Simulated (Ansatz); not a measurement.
All values below come from B3LYP-D3(BJ)/def2-TZVP (Ansatz, a quantum-chemistry and plane-wave program). No frequencies were computed at this level.

Ansatz 0.2 input:
```yaml
crystal:
  periodic: [false, false, false]
  atoms:
    - { symbol: C, position_ang: [1.315384, -0.086622, -0.303673] }
    - { symbol: N, position_ang: [-0.072688, 0.15654, 0.007845] }
    - { symbol: C, position_ang: [-0.886078, -1.000352, 0.265873] }
    - { symbol: C, position_ang: [-0.545394, 1.412879, 0.04603] }
    - { symbol: O, position_ang: [0.100944, 2.411707, -0.163177] }
    - { symbol: H, position_ang: [1.79385, 0.877147, -0.467519] }
    - { symbol: H, position_ang: [1.403488, -0.696058, -1.205945] }
    - { symbol: H, position_ang: [1.807656, -0.603029, 0.52343] }
    - { symbol: H, position_ang: [-0.88962, -1.664254, -0.603224] }
    - { symbol: H, position_ang: [-1.908637, -0.695162, 0.479729] }
    - { symbol: H, position_ang: [-0.496425, -1.556615, 1.123209] }
    - { symbol: H, position_ang: [-1.622478, 1.443817, 0.297422] }
basis:
  gaussian: { orbitals: def2-tzvp }
hamiltonian:
  xc: b3lyp
  dispersion: d3bj
relax:
  max_steps: 150
```

Output:

```
Functional definition: B3LYP
1154 factors; their error is unknown
mean field evaluation 1: about -6755.2758 eV, gradient 7.0e1 eV
mean field evaluation 2: about -6745.6116 eV, gradient 9.8e1 eV
mean field evaluation 4: about -6765.0719 eV, gradient 7.6e0 eV
mean field evaluation 8: about -6765.1786 eV, gradient 5.0e-1 eV
mean field evaluation 16: about -6765.1789 eV, gradient 8.5e-5 eV
mean field -6765.17894510 eV, -248.6157406296 hartree, gradient 2.2e-5 eV, S^2 0.000000; 0 other end points of the search recorded, 0 dependent functions left out
reference -6765.17921895 eV, -248.6157506934 hartree; 20, 20 occupied and 177, 177 virtual orbitals, 1154 factors
relax step   1: F+E_penalty+E_count = -6765.55412916 eV  Δ(F+E_penalty+E_count) = +0.000e0 eV  max|allowed force component| = 5.775e-1 eV/Å  Δτ_max = 0.0000 Å  (29 SCF iters, accepted)
these checks for a lower state are left out or cut short: starts, cluster_reference, orbital_swaps, neighbouring_geometries, increment
1154 factors; their error is unknown
mean field -6765.19268665 eV, -248.6162456221 hartree, gradient 1.1e-5 eV, S^2 0.000000; 0 other end points of the search recorded, 0 dependent functions left out
reference -6765.19296112 eV, -248.6162557088 hartree; 20, 20 occupied and 177, 177 virtual orbitals, 1154 factors
relax step   2: F+E_penalty+E_count = -6765.56624995 eV  Δ(F+E_penalty+E_count) = -1.212e-2 eV  max|allowed force component| = 1.834e-1 eV/Å  Δτ_max = 0.0202 Å  (33 SCF iters, accepted)
these checks for a lower state are left out or cut short: starts, cluster_reference, orbital_swaps, neighbouring_geometries, increment
1154 factors; their error is unknown
mean field evaluation 32: about -6765.1949 eV, gradient 1.1e-5 eV
mean field -6765.19490405 eV, -248.6163271100 hartree, gradient 1.1e-5 eV, S^2 0.000000; 0 other end points of the search recorded, 0 dependent functions left out
reference -6765.19517880 eV, -248.6163372070 hartree; 20, 20 occupied and 177, 177 virtual orbitals, 1154 factors
relax step   3: F+E_penalty+E_count = -6765.56777577 eV  Δ(F+E_penalty+E_count) = -1.526e-3 eV  max|allowed force component| = 6.368e-2 eV/Å  Δτ_max = 0.0108 Å  (34 SCF iters, accepted)
these checks for a lower state are left out or cut short: starts, cluster_reference, orbital_swaps, neighbouring_geometries, increment
1154 factors; their error is unknown
mean field -6765.19502389 eV, -248.6163315142 hartree, gradient 1.1e-5 eV, S^2 0.000000; 0 other end points of the search recorded, 0 dependent functions left out
reference -6765.19529861 eV, -248.6163416097 hartree; 20, 20 occupied and 177, 177 virtual orbitals, 1154 factors
relax step   4: F+E_penalty+E_count = -6765.56789274 eV  Δ(F+E_penalty+E_count) = -1.170e-4 eV  max|allowed force component| = 4.955e-2 eV/Å  Δτ_max = 0.0052 Å  (34 SCF iters, accepted)
these checks for a lower state are left out or cut short: starts, cluster_reference, orbital_swaps, neighbouring_geometries, increment
1154 factors; their error is unknown
mean field -6765.19511522 eV, -248.6163348702 hartree, gradient 1.1e-5 eV, S^2 0.000000; 0 other end points of the search recorded, 0 dependent functions left out
reference -6765.19538997 eV, -248.6163449673 hartree; 20, 20 occupied and 177, 177 virtual orbitals, 1154 factors
relax step   5: F+E_penalty+E_count = -6765.56795662 eV  Δ(F+E_penalty+E_count) = -6.387e-5 eV  max|allowed force component| = 1.812e-2 eV/Å  Δτ_max = 0.0043 Å  (35 SCF iters, accepted)
these checks for a lower state are left out or cut short: starts, cluster_reference, orbital_swaps, neighbouring_geometries, increment
1154 factors; their error is unknown
mean field -6765.19509236 eV, -248.6163340304 hartree, gradient 1.1e-5 eV, S^2 0.000000; 0 other end points of the search recorded, 0 dependent functions left out
reference -6765.19536710 eV, -248.6163441269 hartree; 20, 20 occupied and 177, 177 virtual orbitals, 1154 factors
relax step   6: F+E_penalty+E_count = -6765.56796517 eV  Δ(F+E_penalty+E_count) = -8.557e-6 eV  max|allowed force component| = 6.498e-3 eV/Å  Δτ_max = 0.0007 Å  (35 SCF iters, accepted)
1154 factors; their error is unknown
mean field evaluation 64: about -6765.0906 eV, gradient 7.5e0 eV
mean field -6765.19509236 eV, -248.6163340304 hartree, gradient 1.1e-5 eV, S^2 0.000000; 1 other end points of the search recorded, 0 dependent functions left out
reference -6765.19536710 eV, -248.6163441269 hartree; 20, 20 occupied and 177, 177 virtual orbitals, 1154 factors
Total energy: -6765.56823991 eV, -248.6300469500 hartree
Atom 0 at     1.334798    -0.084079    -0.307460 Å, force    -0.000143    -0.001055     0.000088 eV/Å
Atom 1 at    -0.060184     0.150185     0.005019 Å, force     0.000344    -0.001782     0.000314 eV/Å
Atom 2 at    -0.893174    -1.000943     0.267132 Å, force    -0.000426     0.000383    -0.000447 eV/Å
Atom 3 at    -0.554179     1.413992     0.047446 Å, force     0.002452     0.006498     0.000248 eV/Å
Atom 4 at     0.077444     2.430120    -0.159145 Å, force    -0.002251    -0.003274     0.000281 eV/Å
Atom 5 at     1.814942     0.876412    -0.473414 Å, force     0.000224     0.000426    -0.000191 eV/Å
Atom 6 at     1.428873    -0.698552    -1.207233 Å, force    -0.000076     0.000125     0.000193 eV/Å
Atom 7 at     1.831389    -0.601819     0.517968 Å, force    -0.000009     0.000451     0.000036 eV/Å
Atom 8 at    -0.919925    -1.670287    -0.597948 Å, force    -0.000476    -0.000034     0.000155 eV/Å
Atom 9 at    -1.910002    -0.675409     0.483604 Å, force     0.000504    -0.000141     0.000269 eV/Å
Atom 10 at    -0.520042    -1.567627     1.125508 Å, force    -0.000042    -0.000061    -0.000383 eV/Å
Atom 11 at    -1.629939     1.428005     0.298525 Å, force    -0.000101    -0.001536    -0.000564 eV/Å
Dipole moment:    -0.153756    -0.825499     0.083927 e Å
```

Cost: around 40 core-seconds (rough).
